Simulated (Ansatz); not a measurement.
System: FeH, charge 0, multiplicity 6. SMILES: [FeH]
Coordinates optimised at B3LYP-D3(BJ)/def2-TZVP (Ansatz, a program for electronic structure):
```
Fe
H 1 1.6930
```
Charge 0, spin multiplicity 6.

Quantity: vertical ionisation energy to the quintet, in eV. Terms: non-relativistic; frozen cores in correlated levels (noble-gas shells and the d and f shells of earlier blocks); UHF or UKS for open shells; no spin-orbit coupling; each state is the SCF solution reached for its charge and spin; LANL2DZ with its own core potentials from Na on; 6-31G* and kin with 6d, 5d where marked. Ab initio and DFT rows: single points at B3LYP-D3(BJ) geometries (Ansatz). A UHF reference is markedly spin-contaminated in at least one set, which strains HF and MP2. The spin state of an ion or metal species was assumed, not searched.

```json
[
 {"level": "HF/6-31G*", "program": "Ansatz", "vertical ionisation energy to the quintet (eV)": "6.64"},
 {"level": "HF/6-31G* with LANL2DZ past Ar", "program": "Ansatz", "vertical ionisation energy to the quintet (eV)": "6.95"},
 {"level": "PBE/6-31G*", "program": "Ansatz", "vertical ionisation energy to the quintet (eV)": "6.83"},
 {"level": "PBE/6-31G* with LANL2DZ past Ar", "program": "Ansatz", "vertical ionisation energy to the quintet (eV)": "7.01"},
 {"level": "B3LYP/3-21G", "program": "Ansatz", "vertical ionisation energy to the quintet (eV)": "7.23"},
 {"level": "B3LYP/6-31G*", "program": "Ansatz", "vertical ionisation energy to the quintet (eV)": "6.95"},
 {"level": "B3LYP/6-31G* with LANL2DZ past Ar", "program": "Ansatz", "vertical ionisation energy to the quintet (eV)": "7.12"},
 {"level": "MP2/6-31G*", "program": "Ansatz", "vertical ionisation energy to the quintet (eV)": "6.75"},
 {"level": "MP2/6-31G* with LANL2DZ past Ar", "program": "Ansatz", "vertical ionisation energy to the quintet (eV)": "6.99"},
 {"level": "B3LYP/def2-TZVPD", "program": "Ansatz", "vertical ionisation energy to the quintet (eV)": "7.24"}
]
```

No value to compare with is used here. The 9 habitual levels span 6.64 (HF/6-31G*) to 7.23 eV (B3LYP/3-21G); B3LYP/def2-TZVPD gives 7.24.

The levels are drawn from those run, B3LYP/6-31G* more often than the rest, none by its result; left out are runs that failed, that the program found above a lower state of the same kind, or whose <S^2> lies over 0.5 above the pure value.
